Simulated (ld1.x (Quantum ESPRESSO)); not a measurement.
**Varying the RRKJ potential for ruthenium (Ru)**

Base potential:

Ru (Z = 44), norm-conserving RRKJ (Kleinman–Bylander form), made with ld1.x (Quantum ESPRESSO) 7.5 (PBEsol, scalar-relativistic). Core [Kr], reference 4d7 5s1 5p0. Waves: 5p (bound, empty): rc 3.15 bohr; 4d (bound): rc 1.80 bohr; 5s (bound): rc 2.15 bohr. Local part: the s channel. Core correction: Bessel-smoothed model core inside 1.20 bohr. rho0 = 0.005.

All-electron outer shells of the reference configuration (PBEsol, scalar-relativistic, ld1.x):

```
shell  level (eV)  outermost node (bohr)  outermost maximum (bohr)
   4s      -76.31                   0.48                      0.92
   4p      -46.38                   0.49                      0.98
   4d       -5.22                   0.48                      1.21
   5s       -4.27                   1.24                      2.73
   5p       -0.87                   1.41                      3.87
```

Cutoffs, loose and tight: the cutoffs (Ry, on a coarse ladder) from which the occupation-weighted sum of valence levels, in a spherical-Bessel basis at the reference potential, stays within 10 and 1 mRy of its value at 400 Ry. They do not see the model core or the augmentation charge, which bear on the density cutoff. Test errors are all-electron minus pseudo excitation energies from the reference, over the configurations 4d7 5s0 5p0; 4d6 5s0 5p0; 4d5 5s0 5p0; 4d4 5s0 5p0; 4d6 5s1 5p1; 4d8 5s0 5p0; 4d7 5s0.5 5p0. A dash means not determined; rows that change the core or the reference have their own tests.

A true bound ghost makes a file unfit for plane-wave use even where its test errors are small: the radial tests pick states by their node count and pass the ghost by.

```csv
change,outcome,"cutoff, loose","cutoff, tight",bound ghosts,largest test error (meV)
base,generated,45 Ry,50 Ry,none,-1770
"all radii but the core radius scaled by about 0.80 (s 1.72, p 2.52, d 1.44 bohr)",generated,55 Ry,100 Ry,p,-1730
"all radii but the core radius scaled by about 0.95 (s 2.04, p 2.98, d 1.70 bohr)",generated,45 Ry,50 Ry,none,-1776
"all radii but the core radius scaled by about 1.29 (s 2.78, p 4.08, d 2.32 bohr)",generated,30 Ry,35 Ry,none,-1329
"all radii but the core radius scaled by about 1.36 (s 2.92, p 4.28, d 2.46 bohr)",generated,30 Ry,40 Ry,none,-1140
```

Problem. What comes out with this change to the base: all radii but the core radius scaled by about 0.86 (s 1.86, p 2.72, d 1.56 bohr)?

Solution. outcome: generated; cutoff, loose: 50 Ry; cutoff, tight: 70 Ry; bound ghosts: none; largest test error (meV): -1749.

Problem. What comes out with this change to the base: all radii but the core radius scaled by about 1.17 (s 2.52, p 3.68, d 2.10 bohr)?

Solution. outcome: generated; cutoff, loose: 35 Ry; cutoff, tight: 40 Ry; bound ghosts: none; largest test error (meV): -1594.

Problem. What comes out with this change to the base: all radii but the core radius scaled by about 1.10 (s 2.36, p 3.46, d 1.98 bohr)?

Solution. outcome: generated; cutoff, loose: 40 Ry; cutoff, tight: 45 Ry; bound ghosts: none; largest test error (meV): -1680.

Reading the sweep of the scale of all radii but the core radius (base = 1) (base included, trends over the rows without a ghost): The loose cutoff falls from 50 Ry at 0.86 to 30 Ry at 1.36. A larger radius leaves more room for a smooth pseudo-wave, so fewer plane waves are needed; a smaller one forces it to follow the all-electron wave where it bends sharply. The median size of the test errors (rows with all tests solved) is not monotonic: lowest 74.6 meV at 0.86, highest 124.0 meV at 1.1. Bound ghosts are found at 0.8.
